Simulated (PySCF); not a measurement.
Cd(H)(GeH3) (CdGeH4), SMILES [GeH3][CdH].

Coordinates come from a PBE0-D3(BJ)/def2-TZVP optimisation. The def2 effective core potentials stand for the cores of Cd; spin–orbit coupling is left out.

Method: PBE0-D3(BJ)/def2-TZVP run with PySCF.

Frequencies are harmonic and unscaled.

Modes within 1.5 cm⁻¹ of each other (mostly degenerate sets) share a row, with their intensities summed.

```csv
mode,ν (cm⁻¹),IR (km/mol),Raman (Å⁴/amu),depolarisation,moving atoms (share of kinetic energy)
1,215,1.1,15.6,0.20,"Ge 58 %, Cd 40 %"
2–3,332,89.0,7.8,0.75,H 99 %
4–5,457,35.2,12.0,0.75,H 94 %
6,788,271.4,0.4,0.11,H 97 %
7–8,888,73.8,33.4,0.75,H 99 %
9,1768,370.5,489.5,0.28,H 99 %
10,2115,90.7,359.9,0.00,H 100 %
11–12,2122,254.8,313.7,0.75,H 98 %
```
